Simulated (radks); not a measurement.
Q: Pd5+, configuration [Kr] 4d5. Method: scalar-relativistic Kohn-Sham, PBE, spin-unpolarised, spherical densities, point nucleus; computed with a radial shooting solver on a logarithmic mesh with Libxc functionals. Some entries of the table are withheld. Estimate them.

| orbital | occ. | eigenvalue (eV) | <1/r> (bohr^-1) |
|---|---|---|---|
| 1s | 2 | -24245.96 | 48.24 |
| 2s | 2 | (1) | (2) |
| 2p | 6 | (3) | 10.58 |
| 3s | 2 | (4) | 3.829 |
| 3p | 6 | -595.4952 | 3.648 |
| 3d | 10 | -405.0762 | 3.422 |
| 4s | 2 | (5) | 1.487 |
| 4p | 6 | -126.0295 | 1.352 |
| 4d | 5 | -74.0238 | 1.092 |
| 5s | 0 | -53.9414 | (6) |
| 5p | 0 | -44.4049 | 0.5542 |

A: 
(1) 2s eigenvalue (eV): -3608.621
(2) 2s <1/r> (bohr^-1): 10.94
(3) 2p eigenvalue (eV): -3243.526
(4) 3s eigenvalue (eV): -715.4899
(5) 4s eigenvalue (eV): -161.3479
(6) 5s <1/r> (bohr^-1): 0.6224
